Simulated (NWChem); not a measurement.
# sulfur difluoride (SF$_{2}$); SMILES FSF

```xyz
3

F      1.2275     0.0000    -0.4961
S      0.0000     0.0000     0.5485
F     -1.2275     0.0000    -0.4961
```
Atoms are numbered in this order, from 1.

All runs: NWChem. Pople sets run with spherical d functions. All runs use the structure optimised with PBE0/def2-SVP. B3LYP is NWChem's, with the RPA form of VWN correlation. Vzz is the largest principal value of the second derivative of the potential at the nucleus (NWChem prints the opposite sign); η is the asymmetry. Non-relativistic.

```tsv
level	Vzz S2 (a.u.)	η S2
Hartree-Fock/def2-TZVP	-6.638	0.34
Hartree-Fock/6-31G*	-5.936	0.35
B3LYP/def2-TZVP	-6.354	0.30
B3LYP/6-31G*	(withheld)	0.32
```

Question: Some entries are withheld; supply them.

Answer: 
- B3LYP/6-31G*, Vzz S2 (a.u.): -5.670
